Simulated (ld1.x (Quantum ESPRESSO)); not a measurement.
**Before and after: TM potential for cadmium (Cd)**

```json
{
  "Element": "Cd (Z = 48)",
  "Generator": "ld1.x (Quantum ESPRESSO) 7.5",
  "Type": "norm-conserving Troullier–Martins (Kleinman–Bylander form)",
  "Functional": "PBE",
  "Relativity": "scalar-relativistic",
  "Frozen core": "[Kr]",
  "Valence charge": "12",
  "Reference configuration": "4d10 5s1 5p1",
  "Partial waves": "5s (bound): rc 1.80 bohr; 5p (bound): rc 2.95 bohr; 4d (bound): rc 1.40 bohr",
  "Local potential": "the d channel",
  "Core correction": "none"
}
```

All-electron outer shells of the reference configuration (PBE, scalar-relativistic, ld1.x):

| shell | level (eV) | outermost node (bohr) | outermost maximum (bohr) |
| --- | --- | --- | --- |
| 4s | -107.90 | 0.43 | 0.79 |
| 4p | -68.96 | 0.43 | 0.84 |
| 4d | -13.66 | 0.42 | 0.98 |
| 5s | -6.93 | 1.06 | 2.29 |
| 5p | -2.08 | 1.19 | 3.17 |

Change: core correction a·sin(br)/r model core inside 1.30 bohr.

Cutoffs: the cutoffs (Ry, on a coarse ladder) from which the occupation-weighted sum of valence levels, in a spherical-Bessel basis at the reference potential, stays within 10 and 1 mRy of its value at 400 Ry; they do not see the model core or the augmentation charge, which bear on the density cutoff. Errors are all-electron minus pseudo energies relative to the spin-unpolarised reference configuration.

Task: Predict the effect on cutoff, ghosts and configuration errors.

Result: The potential gets neither clearly harder nor softer (80 Ry and 140 Ry → 80 Ry and 140 Ry); both files keep a bound ghost (p, s); of the 7 tests that both files solve, the error grows in 3 and shrinks in 3 by more than 15 % and 0.3 meV (median size 7.1 → 3.7 meV). A model core, the more so a compact one, raises the density cutoff, which this test does not measure.

| quantity | base | changed |
| --- | --- | --- |
| cutoff, loose | 80 Ry | 80 Ry |
| cutoff, tight | 140 Ry | 140 Ry |
| bound ghosts | s, p | s, p |
| error for 4d10 5s2 5p0, meV [ΔE -4.67 eV] | +4.0 | +0.3 |
| error for 4d10 5s1 5p0, meV [ΔE 4.61 eV] | +0.6 | -2.8 |
| error for 4d10 5s0 5p0, meV [ΔE 21.73 eV] | +27 | -22 |
| error for 4d9 5s2 5p0, meV [ΔE 13.31 eV] | -42 | -63 |
| error for 4d9 5s2 5p1, meV [ΔE 7.98 eV] | -78 | -105 |
| error for 4d10 5s1.5 5p0, meV [ΔE -0.96 eV] | +0.7 | -0.4 |
| error for 4d10 5s0 5p1, meV [ΔE 10.39 eV] | +7.1 | -3.7 |
| s: phases at 3.19 bohr within 0.05 rad from the reference energy up to (Ry; the scan ends near 5) | 1.5 | 1.5 |
| p: phases at 3.19 bohr within 0.05 rad from the reference energy up to (Ry; the scan ends near 5) | 2.5 | 2.5 |
| d: phases at 3.19 bohr within 0.05 rad from the reference energy up to (Ry; the scan ends near 5) | to the end of the scan | to the end of the scan |

 A true bound ghost makes a file unfit for plane-wave use even where its test errors are small: the radial tests pick states by their node count and pass the ghost by.
